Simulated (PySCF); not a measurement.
C4H8OSi, SMILES C[SiH]1CC(=O)C1.

Geometry: PBE-D3(BJ)/def2-SVP. The structure was generated by enumeration, and PubChem lists no compound with its InChIKey, so it may never have been made.

Calculation: PBE-D3(BJ)/def2-SVP run with PySCF.

Frequencies are harmonic and unscaled.

Task: Give all harmonic wavenumbers and intensities. (An estimate is asked for; the answer gives what the named calculation found.)

Result: 
```
mode  ν (cm⁻¹)  IR (km/mol)  moving atoms (share of kinetic energy)
----  --------  -----------  --------------------------------------
1           84          3.0                  C 38 %, O 37 %, H 18 %
2          150          0.0                                  H 87 %
3          166          0.9                 H 42 %, C 37 %, Si 14 %
4          205          1.2          C 35 %, H 28 %, Si 28 %, O 9 %
5          371          3.0         H 50 %, C 25 %, O 14 %, Si 11 %
6          450          2.0                  H 47 %, O 26 %, C 25 %
7          507          1.1                  H 56 %, C 29 %, O 12 %
8          520          7.4                 C 55 %, H 21 %, Si 19 %
9          599          6.2                 C 55 %, H 23 %, Si 20 %
10         603          1.1                          H 89 %, C 10 %
11         685          1.6                  C 48 %, H 31 %, O 18 %
12         690          6.5                          H 77 %, C 21 %
13         713         25.3                 C 38 %, Si 32 %, H 29 %
14         761         22.8                  H 71 %, C 21 %, Si 8 %
15         818         70.7                 C 51 %, H 37 %, Si 10 %
16         841         29.1                          H 51 %, C 45 %
17         873          3.3                                  H 98 %
18         882        100.0                 H 61 %, C 26 %, Si 13 %
19         995         34.6                          H 63 %, C 37 %
20        1042         53.6                          H 56 %, C 42 %
21        1075          4.1                          H 65 %, C 27 %
22        1101        106.2                          C 78 %, H 17 %
23        1217         14.1                          H 79 %, C 21 %
24        1316         26.6                          H 89 %, C 11 %
25        1336          9.7                           H 90 %, C 9 %
26        1379          2.6                                  H 96 %
27        1382          6.0                                  H 96 %
28        1796        272.3                          C 63 %, O 36 %
29        2176        104.6                                  H 97 %
30        2977          1.8                                  H 97 %
31        2983          0.0                                  H 94 %
32        2989          1.2                                  H 94 %
33        3077          1.1                           H 91 %, C 9 %
34        3080          2.2                           H 91 %, C 9 %
35        3095          0.9                           H 91 %, C 9 %
36        3097          1.6                           H 91 %, C 9 %
```
